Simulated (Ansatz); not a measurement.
The cluster Cd4Te2Br4. Charge 0, multiplicity 1. Geometry r2SCAN-D4/def2-SVP.

```xyz
10

Cd   -0.839   -2.263    0.758
Cd   -2.284    0.958   -0.011
Cd   -0.048   -0.584   -2.389
Cd    2.659    1.568    1.374
Te   -2.475   -1.477   -1.339
Te    0.574    0.302    0.323
Br    4.559    2.709    2.336
Br   -3.326    3.006    0.827
Br    1.381   -0.340   -4.360
Br   -0.200   -3.878    2.481
```

In the def2 sets Cd, Te take a core potential; there is no spin–orbit coupling. The structure comes from a short search, and lower isomers may exist.

Task: Estimate the orbital energies around the gap (eV) in Ansatz with PBE-D4/def2-SVP, PBE-D4/def2-TZVP, r2SCAN-D4/def2-TZVP, PBE0-D4/def2-SVP, PBE0-D4/def2-TZVP.

Result: 
```json
{"orbital": "HOMO−13", "PBE-D4/def2-SVP": "-8.34", "PBE-D4/def2-TZVP": "-8.40", "r2SCAN-D4/def2-TZVP": "-8.71", "PBE0-D4/def2-SVP": "-9.50", "PBE0-D4/def2-TZVP": "-9.52"}
{"orbital": "HOMO−12", "PBE-D4/def2-SVP": "-7.69", "PBE-D4/def2-TZVP": "-7.75", "r2SCAN-D4/def2-TZVP": "-8.05", "PBE0-D4/def2-SVP": "-8.77", "PBE0-D4/def2-TZVP": "-8.80"}
{"orbital": "HOMO−11", "PBE-D4/def2-SVP": "-7.66", "PBE-D4/def2-TZVP": "-7.72", "r2SCAN-D4/def2-TZVP": "-8.02", "PBE0-D4/def2-SVP": "-8.74", "PBE0-D4/def2-TZVP": "-8.77"}
{"orbital": "HOMO−10", "PBE-D4/def2-SVP": "-7.36", "PBE-D4/def2-TZVP": "-7.45", "r2SCAN-D4/def2-TZVP": "-7.78", "PBE0-D4/def2-SVP": "-8.63", "PBE0-D4/def2-TZVP": "-8.69"}
{"orbital": "HOMO−9", "PBE-D4/def2-SVP": "-7.35", "PBE-D4/def2-TZVP": "-7.44", "r2SCAN-D4/def2-TZVP": "-7.77", "PBE0-D4/def2-SVP": "-8.62", "PBE0-D4/def2-TZVP": "-8.69"}
{"orbital": "HOMO−8", "PBE-D4/def2-SVP": "-7.28", "PBE-D4/def2-TZVP": "-7.34", "r2SCAN-D4/def2-TZVP": "-7.62", "PBE0-D4/def2-SVP": "-8.43", "PBE0-D4/def2-TZVP": "-8.49"}
{"orbital": "HOMO−7", "PBE-D4/def2-SVP": "-7.18", "PBE-D4/def2-TZVP": "-7.28", "r2SCAN-D4/def2-TZVP": "-7.61", "PBE0-D4/def2-SVP": "-8.42", "PBE0-D4/def2-TZVP": "-8.48"}
{"orbital": "HOMO−6", "PBE-D4/def2-SVP": "-7.18", "PBE-D4/def2-TZVP": "-7.28", "r2SCAN-D4/def2-TZVP": "-7.60", "PBE0-D4/def2-SVP": "-8.32", "PBE0-D4/def2-TZVP": "-8.38"}
{"orbital": "HOMO−5", "PBE-D4/def2-SVP": "-6.92", "PBE-D4/def2-TZVP": "-7.04", "r2SCAN-D4/def2-TZVP": "-7.36", "PBE0-D4/def2-SVP": "-8.19", "PBE0-D4/def2-TZVP": "-8.27"}
{"orbital": "HOMO−4", "PBE-D4/def2-SVP": "-6.90", "PBE-D4/def2-TZVP": "-7.02", "r2SCAN-D4/def2-TZVP": "-7.35", "PBE0-D4/def2-SVP": "-8.16", "PBE0-D4/def2-TZVP": "-8.24"}
{"orbital": "HOMO−3", "PBE-D4/def2-SVP": "-6.88", "PBE-D4/def2-TZVP": "-7.00", "r2SCAN-D4/def2-TZVP": "-7.33", "PBE0-D4/def2-SVP": "-8.14", "PBE0-D4/def2-TZVP": "-8.22"}
{"orbital": "HOMO−2", "PBE-D4/def2-SVP": "-6.80", "PBE-D4/def2-TZVP": "-6.91", "r2SCAN-D4/def2-TZVP": "-7.21", "PBE0-D4/def2-SVP": "-7.94", "PBE0-D4/def2-TZVP": "-7.97"}
{"orbital": "HOMO−1", "PBE-D4/def2-SVP": "-6.58", "PBE-D4/def2-TZVP": "-6.68", "r2SCAN-D4/def2-TZVP": "-6.99", "PBE0-D4/def2-SVP": "-7.71", "PBE0-D4/def2-TZVP": "-7.75"}
{"orbital": "HOMO", "PBE-D4/def2-SVP": "-6.58", "PBE-D4/def2-TZVP": "-6.68", "r2SCAN-D4/def2-TZVP": "-6.98", "PBE0-D4/def2-SVP": "-7.70", "PBE0-D4/def2-TZVP": "-7.75"}
{"orbital": "LUMO", "PBE-D4/def2-SVP": "-3.88", "PBE-D4/def2-TZVP": "-3.95", "r2SCAN-D4/def2-TZVP": "-3.82", "PBE0-D4/def2-SVP": "-3.26", "PBE0-D4/def2-TZVP": "-3.28"}
{"orbital": "LUMO+1", "PBE-D4/def2-SVP": "-3.18", "PBE-D4/def2-TZVP": "-3.30", "r2SCAN-D4/def2-TZVP": "-3.19", "PBE0-D4/def2-SVP": "-2.50", "PBE0-D4/def2-TZVP": "-2.58"}
{"orbital": "LUMO+2", "PBE-D4/def2-SVP": "-3.17", "PBE-D4/def2-TZVP": "-3.29", "r2SCAN-D4/def2-TZVP": "-3.18", "PBE0-D4/def2-SVP": "-2.49", "PBE0-D4/def2-TZVP": "-2.57"}
{"orbital": "LUMO+3", "PBE-D4/def2-SVP": "-2.85", "PBE-D4/def2-TZVP": "-2.94", "r2SCAN-D4/def2-TZVP": "-2.78", "PBE0-D4/def2-SVP": "-2.16", "PBE0-D4/def2-TZVP": "-2.21"}
{"orbital": "LUMO+4", "PBE-D4/def2-SVP": "-2.36", "PBE-D4/def2-TZVP": "-2.53", "r2SCAN-D4/def2-TZVP": "-2.39", "PBE0-D4/def2-SVP": "-1.79", "PBE0-D4/def2-TZVP": "-1.91"}
{"orbital": "LUMO+5", "PBE-D4/def2-SVP": "-2.32", "PBE-D4/def2-TZVP": "-2.49", "r2SCAN-D4/def2-TZVP": "-2.35", "PBE0-D4/def2-SVP": "-1.74", "PBE0-D4/def2-TZVP": "-1.87"}
```
